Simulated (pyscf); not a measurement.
Optimised with ωB97X-D3(BJ)/def2-SVP in PySCF.

SMILES: [GaH2][GeH2][PH2]
```xyz
9

P     -0.5330     1.6107    -2.0695
Ge    -0.8707     0.4890    -0.0535
Ga     1.3501     0.1561     0.8144
H      0.4979     0.7359    -2.5242
H      0.3839     2.5603    -1.5289
H     -1.6510    -0.7891    -0.4054
H     -1.7897     1.3929     0.7860
H      2.0353     1.2780     1.6731
H      2.1849    -1.1008     0.3799
```
Charge 0, spin multiplicity 1.

What is the homolytic dissociation enthalpy (298 K, ωB97M-D3(BJ)/def2-TZVP) of the Ga–Ge bond of H₂P–GeH₂–GaH₂, to H₂P–GeH₂• + GaH₂•?

Ga–Ge to H₂P–GeH₂• + GaH₂•: 2.72 eV. The 7 functionals that were run give +2.55 (M06-2X) to +3.09 eV (ωB97X-D3(BJ)). The radicals are drawn with the spin at the cut bond; how far it spreads was not checked. Other isomers of H₂P–GeH₂• were not searched in full and may lie lower. Elements up to Kr have no core potential and no relativistic terms here.
